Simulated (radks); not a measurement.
The numbers below are computed, except where a source is named.
Q: Coherent X-ray form factor from a spherical all-electron density. Level of theory: scalar-relativistic Kohn-Sham, LDA (Slater exchange, VWN5 correlation), spin-polarised, spherical densities, finite nucleus; Fermi nuclear charge, rms radius of each element as measured or else 0.836 A^(1/3) + 0.57 fm (a radial shooting solver on a logarithmic mesh with Libxc functionals).

sin(theta)/lambda (1/angstrom),f0 (electrons)
0.05,74.320
0.1,72.392
0.15,69.514
0.2,66.058
0.25,62.370
0.3,58.706
0.4,51.984
0.5,46.308
0.6,41.545
0.8,33.885
1,27.888
1.25,22.306
1.5,18.589
2,14.524

The species is in the configuration that NIST lists as its ground one. Which atom or ion scatters so?

A: The platinum ion Pt3+, [Xe] 4f14 5d7. Extrapolating in s^2 from the first two rows gives f0(0) = 75.0, near the electron count 75; among species with that count, the fall with angle is slower the higher Z, and the table is that of Z = 78; from so few rows the species is fixed only to a neighbour or two.
